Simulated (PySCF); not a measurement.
C4H4FNSe.
Cartesian coordinates in Å at the PBE0-D3(BJ)/def2-SVP level; atoms count from 1:
```xyz
11
C4H4FNSe angstrom
F     -2.155    0.015   -0.926
C     -1.529   -0.164    0.286
C     -0.048   -0.007    0.157
C      0.825   -1.053   -0.295
N      2.101   -0.822   -0.421
Se     2.430    0.894    0.042
C      0.641    1.154    0.394
H     -1.775   -1.175    0.651
H     -1.935    0.571    1.000
H      0.459   -2.058   -0.540
H      0.226    2.102    0.738
```

All values: PBE0/def2-SVPD (PySCF, non-relativistic), on one gas-phase PBE0-D3(BJ)/def2-SVP geometry that isn't relaxed in the solvent. The solvent is an IEF-PCM continuum (van der Waals radii × 1.2), and excitations are vertical TDDFT with non-equilibrium linear response and a frozen core. Specific hydrogen bonds and non-electrostatic terms are outside this model. Spin–orbit coupling is left out although an atom past zinc is present.

Gas-phase singlets (H = HOMO, L = LUMO):

| state | E (eV) | λ (nm) | f | leading configurations |
| --- | --- | --- | --- | --- |
| S1 | 5.147 | 241 | 0.126 | H→L 90% |
| S2 | 5.199 | 238 | 0.000 | H→L+1 52%, H-2→L 46% |
| S3 | 5.258 | 236 | 0.001 | H-2→L 52%, H→L+1 46% |
| S4 | 5.977 | 207 | 0.023 | H-1→L 89% |
| S5 | 6.036 | 205 | 0.002 | H-1→L+1 97% |

Give the list for tetrahydrofuran (ε = 7.426), n² = 1.97.

```csv
state,E (eV),λ (nm),f,leading configurations,change by rank (eV)
S1,5.097,243,0.181,H→L 93%,-0.050
S2,5.277,235,0.000,"H→L+1 88%, H-2→L 10%",+0.078
S3,5.365,231,0.002,"H-2→L 88%, H→L+1 10%",+0.107
S4,5.966,208,0.040,H-1→L 91%,-0.011
S5,6.123,202,0.003,H-1→L+1 97%,+0.087
```

What are the lowest 5 singlets in methanol (ε = 32.61)?

| state | E (eV) | λ (nm) | f | leading configurations | change by rank (eV) |
| --- | --- | --- | --- | --- | --- |
| S1 | 5.113 | 243 | 0.173 | H→L 92% | -0.034 |
| S2 | 5.298 | 234 | 0.000 | H→L+1 89%, H-2→L 8% | +0.099 |
| S3 | 5.395 | 230 | 0.002 | H-2→L 89%, H→L+1 8% | +0.137 |
| S4 | 5.980 | 207 | 0.038 | H-1→L 91% | +0.003 |
| S5 | 6.142 | 202 | 0.003 | H-1→L+1 97% | +0.106 |

The ground-state energy changes by -0.279 eV from gas to methanol. By how much does the total energy of gas-phase S1 change?

E(S1) = E(S0) + excitation energy, so it changes by -0.279 − 0.034 = -0.313 eV: it is lowered more than the ground state, which is what a red shift means. This is the vertical state, with the slow part of the continuum still set for S0.

How do the frontier levels move from gas to methanol?

```csv
orbital,gas (eV),solvent (eV),change (eV),"Löwdin shares, gas","Löwdin shares, solvent"
LUMO+2,0.37,0.51,+0.14,"C4 17 %, C2 15 %, C3 12 %, N5 12 %","C4 20 %, C3 15 %, C2 14 %, N5 13 %"
LUMO+1,-0.65,-0.46,+0.19,"Se6 67 %, N5 14 %, C7 9 %","Se6 68 %, N5 15 %, C7 9 %"
LUMO,-1.49,-1.37,+0.12,"C7 26 %, Se6 22 %, N5 19 %, C3 13 %","C7 26 %, Se6 22 %, N5 19 %, C3 12 %"
HOMO,-7.44,-7.36,+0.08,"Se6 50 %, C3 16 %, C4 13 %, C7 8 %","Se6 50 %, C3 16 %, C4 13 %, C7 8 %"
HOMO-1,-8.19,-8.11,+0.08,"C7 30 %, N5 29 %, C3 16 %, C4 12 %","C7 30 %, N5 28 %, C3 17 %, C4 11 %"
HOMO-2,-8.39,-8.44,-0.05,"N5 59 %, C4 11 %, Se6 11 %, C3 6 %","N5 56 %, C4 12 %, Se6 12 %, C3 6 %"
HOMO-3,-9.75,-9.59,+0.16,"Se6 30 %, F1 22 %, C2 14 %, C7 12 %","Se6 30 %, F1 20 %, C2 15 %, C7 12 %"
```

The HOMO–LUMO gap goes from 5.96 to 5.98 eV.
